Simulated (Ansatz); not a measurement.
The same molecule with X = Ti, Zr, Hf. Ansatz, PBE0-D4/def2-TZVP geometries, multiplicity 1. Each molecule was computed in one conformer, which needn't be the lowest.

Elements past krypton have def2 core potentials. Scalar relativity is left out up to krypton.

| X | molecule | mean X–C bond length / Å | mean X–O bond length / Å | size of the dipole moment (PBE/def2-TZVPP) / D | LUMO energy (B3LYP/def2-TZVPP) / eV | HOMO energy (ωB97M-V/def2-TZVPP) / eV |
| --- | --- | --- | --- | --- | --- | --- |
| Ti | `[CH3][Ti]([CH3])([OH])[OH]` | 2.068 | 1.779 | 2.47 | -1.49 | -9.79 |
| Zr | `[CH3][Zr]([CH3])([OH])[OH]` | 2.230 | 1.920 | 2.34 | -0.67 | -9.41 |

Question: Give the row for X = Hf, `[CH3][Hf]([CH3])([OH])[OH]`. (An estimate is asked.)

Answer: The calculation gave: 
```json
{"X": "Hf", "molecule": "`[CH3][Hf]([CH3])([OH])[OH]`", "mean X–C bond length / Å": "2.229", "mean X–O bond length / Å": "1.921", "size of the dipole moment (PBE/def2-TZVPP) / D": "2.34", "LUMO energy (B3LYP/def2-TZVPP) / eV": "-0.26", "HOMO energy (ωB97M-V/def2-TZVPP) / eV": "-9.36"}
```

From Ti to Hf the mean X–C bond length isn't monotonic: highest at Zr, lowest at Ti; the mean X–O bond length rises at each step, by 0.142 Å in all; the LUMO energy (B3LYP/def2-TZVPP) rises at each step, by 1.23 eV in all; the HOMO energy (ωB97M-V/def2-TZVPP) rises at each step, by 0.43 eV in all. Dipoles are sizes alone, and their direction can turn along the series.

Positive LUMOs are unbound, so they and the gaps depend on the basis.

B3LYP here is the variant with VWN-RPA as its local correlation; programs differ in this.
